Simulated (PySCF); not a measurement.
## Excitation energy of Kr⁺ by level of theory

Kr⁺ [Ar] 3d10 4s2 4p5 (2P) → Kr⁺ [Ar] 3d10 4s1 4p6 (2S), as a difference of total energies. All numbers are calculated (PySCF 2.14, the spin-free X2C one-electron Hamiltonian (Gaussian nucleus), in x2c-TZVPPall with one added diffuse shell each of s, p, d type (7s6p5d1f, 57 functions)). Correlated levels: valence and next inner shell: [Ne] frozen. The calculations carry no spin-orbit coupling.

```
                                method  excitation energy (eV)  error (eV)
                                   UHF                  17.831      +4.539
    MP2 (valence and next inner shell)                  15.510      +2.218
SCS-MP2 (valence and next inner shell)                  15.225      +1.933
   CCSD (valence and next inner shell)                  14.143      +0.851
CCSD(T) (valence and next inner shell)                  13.186      -0.106
```

Reference: 13.292 eV (measured; NIST levels, between the centres of gravity of the two terms).

Errors of the correlated levels include the incompleteness of this basis and the frozen core.

The coupled-cluster amplitudes are large for the upper state (T1 above 0.03 or a double amplitude above 0.15), so a single reference is strained.
